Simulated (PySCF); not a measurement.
# Continuum solvent and chemical shifts

Geometry:
```json
{"atom": "Si1", "x (Å)": "-4.240", "y (Å)": "0.275", "z (Å)": "-0.157"}
{"atom": "C2", "x (Å)": "-2.915", "y (Å)": "1.295", "z (Å)": "0.705"}
{"atom": "Si3", "x (Å)": "-1.257", "y (Å)": "0.431", "z (Å)": "0.934"}
{"atom": "C4", "x (Å)": "-0.522", "y (Å)": "-0.119", "z (Å)": "-0.708"}
{"atom": "Si5", "x (Å)": "1.148", "y (Å)": "-0.980", "z (Å)": "-0.600"}
{"atom": "C6", "x (Å)": "2.476", "y (Å)": "0.159", "z (Å)": "0.095"}
{"atom": "Si7", "x (Å)": "4.203", "y (Å)": "-0.583", "z (Å)": "0.173"}
{"atom": "H8", "x (Å)": "-5.547", "y (Å)": "1.002", "z (Å)": "-0.192"}
{"atom": "H9", "x (Å)": "-3.837", "y (Å)": "-0.026", "z (Å)": "-1.566"}
{"atom": "H10", "x (Å)": "-4.440", "y (Å)": "-1.024", "z (Å)": "0.557"}
{"atom": "H11", "x (Å)": "-3.293", "y (Å)": "1.587", "z (Å)": "1.701"}
{"atom": "H12", "x (Å)": "-2.759", "y (Å)": "2.229", "z (Å)": "0.138"}
{"atom": "H13", "x (Å)": "-1.443", "y (Å)": "-0.765", "z (Å)": "1.816"}
{"atom": "H14", "x (Å)": "-0.306", "y (Å)": "1.359", "z (Å)": "1.627"}
{"atom": "H15", "x (Å)": "-0.424", "y (Å)": "0.760", "z (Å)": "-1.370"}
{"atom": "H16", "x (Å)": "-1.232", "y (Å)": "-0.807", "z (Å)": "-1.200"}
{"atom": "H17", "x (Å)": "1.567", "y (Å)": "-1.446", "z (Å)": "-1.961"}
{"atom": "H18", "x (Å)": "1.027", "y (Å)": "-2.189", "z (Å)": "0.276"}
{"atom": "H19", "x (Å)": "2.183", "y (Å)": "0.474", "z (Å)": "1.111"}
{"atom": "H20", "x (Å)": "2.516", "y (Å)": "1.073", "z (Å)": "-0.523"}
{"atom": "H21", "x (Å)": "5.183", "y (Å)": "0.396", "z (Å)": "0.739"}
{"atom": "H22", "x (Å)": "4.665", "y (Å)": "-0.973", "z (Å)": "-1.195"}
{"atom": "H23", "x (Å)": "4.207", "y (Å)": "-1.805", "z (Å)": "1.036"}
```

GIAO PBE0/pcSseg-1 in PySCF 2.14 on one PBE0-D3(BJ)/def2-SVP conformer, non-relativistic, equivalent nuclei averaged. Solvents enter as an IEF-PCM continuum (methanol with ε = 32.6, water with ε = 78.4) around the gas-phase geometry. Shifts are referred to TMS computed in the same medium.

Gas phase, δ in ppm: Si3/Si5 -36.4, Si1/Si7 -68.4, C4 -7.1, C2/C6 -12.0, H13/H14/H17/H18 4.26, H8/H9/H10/H21/H22/H23 3.98, H15/H16 -0.11, H11/H12/H19/H20 -0.17. Dipole moment 1.67 D.

(1) How does each δ change in the continuum?

(2) Which nuclei move most (in ppm), and what does the model miss?

Results:

(1) 
```csv
atoms,environment,"Δδ, methanol","Δδ, water"
Si3/Si5,"silicon bonded to 2 C, 2 H",+1.1,+1.1
Si1/Si7,"silicon bonded to C, 3 H",+0.8,+0.9
C4,sp3 CH2 bonded to 2 Si,+0.4,+0.5
C2/C6,sp3 CH2 bonded to 2 Si,+0.4,+0.4
H13/H14/H17/H18,hydrogen on a silicon bonded to 2 C,-0.14,-0.15
H8/H9/H10/H21/H22/H23,hydrogen on a silicon bonded to C,-0.10,-0.11
H15/H16,hydrogen on an sp3 CH2 bonded to 2 Si,+0.20,+0.20
H11/H12/H19/H20,hydrogen on an sp3 CH2 bonded to 2 Si,+0.22,+0.23
```

Changes are relative to the gas phase. The dipole moment becomes 2.30 D in methanol, 2.33 D in water.

(2) Si3/Si5 (silicon bonded to 2 C, 2 H, +1.1 ppm) in water. A continuum only polarises the solute; specific hydrogen bonds, the anisotropy of aromatic solvents and changes of geometry or conformer are outside it.
